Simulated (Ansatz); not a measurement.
`FCC(F)(F)CCC1(F)CC(F)(F)CO1`. Total charge 0; triplet. Geometry PBE0-D4/def2-SVP, that of the neutral singlet.

Cartesian coordinates in Å:
```
F 1.209 3.313 -0.232
C 0.863 3.018 -1.519
C 1.453 1.679 -1.926
F 2.780 1.837 -2.160
F 0.880 1.359 -3.120
C 1.272 0.555 -0.938
C -0.181 0.241 -0.630
C -0.327 -0.990 0.233
F 0.236 -2.067 -0.439
C -1.747 -1.388 0.627
C -1.575 -1.968 2.026
F -1.944 -3.265 2.106
F -2.333 -1.293 2.924
C -0.085 -1.797 2.330
O 0.359 -0.815 1.422
H 1.252 3.792 -2.200
H -0.234 2.976 -1.606
H 1.806 0.826 -0.017
H 1.772 -0.326 -1.367
H -0.744 0.069 -1.561
H -0.654 1.077 -0.093
H -2.399 -0.507 0.681
H -2.172 -2.123 -0.066
H 0.085 -1.445 3.355
H 0.428 -2.759 2.170
```

At PBE-D4/def2-SVP the highest occupied level of the charge 0 triplet lies above zero (up to 0.19 eV). By energy differences its removal costs 1.98 eV (vertical, to the charge 1 doublet, at PBE0-D4/def2-SVP). At PBE-D4/def2-SVP an occupied level of the charge 0 triplet lies above an empty one (by up to 0.03 eV), so this SCF solution is probably not the lowest. At PBE-D4/def2-SVP the gap within one spin of the charge 0 triplet nearly closes, so an electron or hole may be smeared out by delocalisation error. At PBE0-D4/def2-SVP a singlet of charge 0 lies 8.68 eV below the triplet at the same geometry.

(1) Estimate the α-spin orbital energies around the gap (eV) in Ansatz with PBE-D4/def2-SVP, PBE0-D4/def2-SVP.

## Answers

(1) 
```
orbital  PBE-D4/def2-SVP  PBE0-D4/def2-SVP
 HOMO−5            -8.79            -10.62
 HOMO−4            -8.59            -10.48
 HOMO−3            -8.30            -10.18
 HOMO−2            -8.17             -9.86
 HOMO−1            -7.68             -9.35
   HOMO             0.19             -0.42
   LUMO             0.38              1.32
 LUMO+1             0.79              1.84
 LUMO+2             1.22              2.11
 LUMO+3             1.38              2.20
 LUMO+4             1.54              2.61
 LUMO+5             1.72              2.72
 β HOMO            -7.59             -9.31
 β LUMO            -7.63             -7.04
```
